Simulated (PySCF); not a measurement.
C₅H₈Si. Atoms are numbered in the order given.

```xyz
14

C      2.1325     1.4372     0.3404
C      1.5417     0.3842     0.4163
C      0.8074    -0.8648     0.5088
C      0.2797    -1.5285    -0.7364
C     -0.6871    -0.8816     0.2222
Si    -1.5896     0.6966    -0.2399
H      2.6607     2.3718     0.2714
H      1.1529    -1.5291     1.3080
H      0.3199    -2.6207    -0.7768
H      0.4757    -1.0282    -1.6897
H     -1.2552    -1.5724     0.8560
H     -0.8951     1.3688    -1.3741
H     -1.6712     1.6288     0.9217
H     -2.9791     0.3497    -0.6654
```
Charge 0, spin multiplicity 1.

The structure is a stationary point at ωB97X-D3(BJ)/def2-SVP. The structure was generated by enumeration; whether it is a known compound was not checked.

Computed with SMD-M06-2X/6-31G* run with PySCF.

Solvation free energies are E(SMD) − E(gas) at the gas-phase geometry, for 1 M in both phases. In vacuum the dipole moment is 0.96 D.

Computed solvation free energies in water, cyclohexanone, n-hexane:
```
solvent        ΔG(solv) (kcal/mol)  its non-electrostatic (CDS) part  dipole (D)
-------------  -------------------  --------------------------------  ----------
water                         -0.1                               4.9        1.48
cyclohexanone                 -4.1                               0.4        1.43
n-hexane                      -3.6                              -1.9        1.13
```
